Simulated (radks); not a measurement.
Ge4+, 28 electrons, occupied as [Ar] 3d10.

Method: scalar-relativistic Kohn-Sham, LDA (Slater exchange, Perdew-Wang correlation), spin-polarised, spherical densities, finite nucleus; Fermi nuclear charge, rms radius 4.0742 fm; computed with a radial shooting solver on a logarithmic mesh with Libxc functionals.

Energy parts (hartree):
part                       energy
total                 -2092.02050
kinetic                2129.19121
electron-nucleus      -4994.13488
Hartree                 848.22691
exchange-correlation    -75.30374

Orbitals (lengths in bohr, moments of r in powers of bohr):
| orbital | occ. | eigenvalue (hartree) | <r^4> |
|---|---|---|---|
| 1s | 2 | -403.9262 | 0.00002286 |
| 2s | 2 | -52.13858 | 0.004721 |
| 2p | 6 | -45.84443 | 0.003453 |
| 3s | 2 | -7.97548 | 0.3268 |
| 3p | 6 | -6.05005 | 0.4171 |
| 3d | 10 | -2.88075 | 0.9455 |

The highest occupied level is 3d at -78.389 eV. The electron density at the nucleus is 3.189e+04 e/bohr^3 (large components only).
